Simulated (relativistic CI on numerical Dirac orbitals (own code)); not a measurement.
## Zeeman pattern of In+ 7182.89 Å at 1.5 T

Problem. The line 5s.6s 3S_1 – 5s.6p 3P°_1 of In+ lies at 7182.89 Å (air; NIST Handbook). Calculate its Zeeman pattern at B = 1.5 T, seen across the field, in LS coupling, and compare it with the Doppler width at an assumed gas temperature of 1000 K.

Working.
1. Landé factors g = 3/2 + [S(S + 1) − L(L + 1)]/[2J(J + 1)]: lower 2.0000, upper 1.5000.
2. The unit is μB B/hc = 0.46686 × 1.5 = 0.7003 cm⁻¹, or 361.4 mÅ at this wavelength. A component is shifted by g_u m_u − g_l m_l units. Seen across the field, the strengths for lower J and m are m² (π) and ¼(J − m)(J + m + 1) (σ).
3. π components (Δm = 0), symmetric about zero, as shift (strength, strongest of all = 100): ±0.500 (100).
4. σ components with Δm = +1, mirrored for −1: 1.500 (50), 2.000 (50).
5. The centre of the σ group lies at ḡ = 1.750 units, 632.5 mÅ from the line centre.
6. The Doppler width is 7.16 × 10⁻⁷ λ √(T/M) = 15.2 mÅ (FWHM, M = 115), so the sum of Gaussians shows separate peaks away from the centre.

Check. A relativistic CI calculation gives g = 2.0004 and 1.4946 for the two levels. The nearest fine-structure partner lies 179 cm⁻¹ away, 256 Zeeman units, so the weak-field formulas hold; hyperfine structure, which matters at weak fields for isotopes with nuclear spin, is neglected.
